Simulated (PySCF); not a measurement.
# Unknowns

Level of theory: coordinates at the GFN2-xTB level, GIAO PBE0/pcSseg-1 shieldings, in PySCF (one conformer, gas phase, rapidly exchanging positions averaged, relativity neglected).

References, each an isolated molecule treated in the same way: ¹H (σ = 31.72 ppm), ¹³C (σ = 186.93 ppm) against TMS. Where no couplings were computed, multiplicities follow the n + 1 count of equivalent neighbours, and m marks all less simple cases (inequivalent or close neighbours, rings, F or P nearby). Shifts are as computed. Against solution values, carbons near 30 ppm lie about +3 ppm off and those near 130 ppm about +5 ppm. Of 1211 compounds with measured shifts, 218 miss one by over three times the rms of a fit or turn the order of signals round; such compounds aren't used in these exercises.

Task: C7H9NOSi. ¹H NMR (400 MHz, computed): δ 5.10 (m, 1H), 4.62 (m, 1H), 4.35 (m, 1H), 4.27 (m, 1H), 4.23 (m, 1H), 2.35 (m, 1H), 1.71 (d, 1H), 1.08 (m, 1H), 0.60 (m, 1H). ¹³C{¹H} NMR (computed): δ 120.4 (C), 84.4 (C), 80.0 (CH), 70.1 (CH), 65.5 (CH2), 18.7 (CH), 11.0 (CH2). Give a structure.

Result: `C([C@@H]1[C@H](C#C)[SiH2]CCO1)#N`. Rings plus π bonds: 5 (1 ring in the answer). 7 carbon signals for 7 carbons: no two carbons are equivalent. Carbon types of the structure: 2 × C, 3 × CH, 2 × CH2, leaving 2 H on heteroatoms. δC 120.4: nitrile carbon; this is the usual window of a C≡N carbon, which has no attached hydrogen. δC 84.4: alkyne carbon; sp carbons lie upfield of alkene carbons because the cylindrical π system leaves one tensor component strongly shielded. δC 80.0: terminal alkyne carbon; the triple bond shields along its axis, which puts it between sp3 and sp2 carbons. δC 65.5: sp3 CH2 bonded to O; deshielded by the electronegative neighbour.

The data come from this structure; uniqueness wasn't tested.

Task: C7H9NOSi. ¹H NMR (600 MHz, computed): δ 9.67 (s, 1H), 7.90 (m, 1H), 6.58 (m, 1H), 6.39 (d, 1H), 4.97 (d, 2H), 2.10 (s, 3H). ¹³C{¹H} NMR (computed): δ 197.0 (CH), 154.6 (CH), 151.5 (CH), 148.9 (C), 137.2 (CH), 123.0 (C), 9.7 (CH3). Give a structure.

Result: `C/C(C=O)=C\C=C/[SiH2]C#N`. Rings plus π bonds: 5 (no ring in the answer). 7 carbon signals for 7 carbons: no two carbons are equivalent. Carbon types of the structure: 2 × C, 4 × CH, 1 × CH3, leaving 2 H on heteroatoms. δC 154.6, 137.2: alkene CH; as expected for a trigonal carbon in a double bond. δC 151.5: β carbon of a C=C–C=O unit; conjugation with the carbonyl draws π density from the β position. δC 123.0: nitrile carbon; this is the usual window of a C≡N carbon, which has no attached hydrogen. δH 9.67: hydrogen on an aldehyde carbonyl carbon; the formyl region, downfield of aromatic protons.

The shifts were computed for this structure.
